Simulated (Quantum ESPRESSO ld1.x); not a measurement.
Problem. Ho, configuration [Xe] 4f11 6s2. Method: Dirac Kohn-Sham, PBE, spin-unpolarised, spherical densities, point nucleus; open shells fill j = l - 1/2 first; computed with ld1.x of Quantum ESPRESSO 7.5.

Spin-orbit splittings of the eigenvalues, e(l+1/2) - e(l-1/2), with zeta = 2 splitting/(2l+1) and mean radii in bohr:

shell  occ.  splitting (eV)  zeta (eV)  <r> j=l-1/2  <r> j=l+1/2
2p        6               ?          ?      0.07290      0.08007
3p        6           179.0      119.3       0.2191       0.2326
3d       10           39.10      15.64       0.2054       0.2096
4p        6           40.13      26.76       0.5286       0.5596
4d       10           7.280      2.912       0.5902       0.6012
4f       11          0.9740     0.2783       0.8458       0.8698
5p        6           4.999      3.333        1.446        1.557

Estimate the 2p splitting.

Solution. 857.0 eV (zeta = 571.3 eV).
